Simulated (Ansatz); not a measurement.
Geometry optimisation, Ansatz, RKS r2SCAN-D4/6-31G*.

Input:

```yaml
crystal:
  periodic: [false, false, false]
  atoms:
    - { symbol: B, position_ang: [0.0, 0.0, 0.0] }
    - { symbol: Cl, position_ang: [0.0, 0.0, 1.86] }
    - { symbol: "N", position_ang: [1.3423, 0.0, -0.775] }
    - { symbol: H, position_ang: [1.8089, -0.9179, -1.0268] }
    - { symbol: H, position_ang: [1.7937, 0.9179, -1.0532] }
    - { symbol: "N", position_ang: [-1.3423, 0.0, -0.775] }
    - { symbol: H, position_ang: [-2.0112, -0.8164, -0.6764] }
    - { symbol: H, position_ang: [-1.5914, 0.8164, -1.4036] }
basis:
  gaussian: { orbitals: "6-31G*" }
hamiltonian:
  xc: r2scan
  dispersion: d4
relax:
  f_tol: 0.02
  max_steps: 40
```

Command:

```bash
$ ansatz run input.yaml --threads 2 --pin off --max-ram 3072MiB --backend cpu --events-out ev --progress --plain --runs-dir out
```

Task: Where does it end, and by what steps?

Result: The forces met the threshold. After 12 steps the energy has fallen by 2.446 eV; H4 moved furthest, 1.28 Å.

```json
{"step": "0", "energy less start (eV)": "0.0000", "largest force component (eV/Å)": "2.501", "accepted": "yes"}
{"step": "1", "energy less start (eV)": "-0.9141", "largest force component (eV/Å)": "1.433", "accepted": "yes"}
{"step": "2", "energy less start (eV)": "-1.4171", "largest force component (eV/Å)": "0.951", "accepted": "yes"}
{"step": "3", "energy less start (eV)": "-1.7537", "largest force component (eV/Å)": "1.072", "accepted": "yes"}
{"step": "4", "energy less start (eV)": "-1.9448", "largest force component (eV/Å)": "1.314", "accepted": "yes"}
{"step": "5", "energy less start (eV)": "-2.0971", "largest force component (eV/Å)": "0.654", "accepted": "yes"}
{"step": "6", "energy less start (eV)": "-2.2259", "largest force component (eV/Å)": "0.677", "accepted": "yes"}
{"step": "7", "energy less start (eV)": "-2.3391", "largest force component (eV/Å)": "0.481", "accepted": "yes"}
{"step": "8", "energy less start (eV)": "-2.4126", "largest force component (eV/Å)": "0.342", "accepted": "yes"}
{"step": "9", "energy less start (eV)": "-2.4173", "largest force component (eV/Å)": "0.699", "accepted": "yes"}
{"step": "10", "energy less start (eV)": "-2.4452", "largest force component (eV/Å)": "0.081", "accepted": "yes"}
{"step": "11", "energy less start (eV)": "-2.4459", "largest force component (eV/Å)": "0.063", "accepted": "yes"}
{"step": "12", "energy less start (eV)": "-2.4460", "largest force component (eV/Å)": "0.010", "accepted": "yes"}
```

```xyz
8
Properties=species:S:1:pos:R:3
B -0.004 0.030 -0.096
Cl -0.023 0.172 1.701
N 1.246 0.109 -0.743
H 1.364 0.041 -1.743
H 2.105 0.240 -0.231
N -1.241 -0.152 -0.748
H -2.110 -0.201 -0.241
H -1.337 -0.240 -1.749
```

Whether the end is a true minimum wasn't checked by a vibrational analysis.

Run time: 42 s on 2 threads of Arm Neoverse V1, with other jobs on the host, peak memory 0.14 GiB.
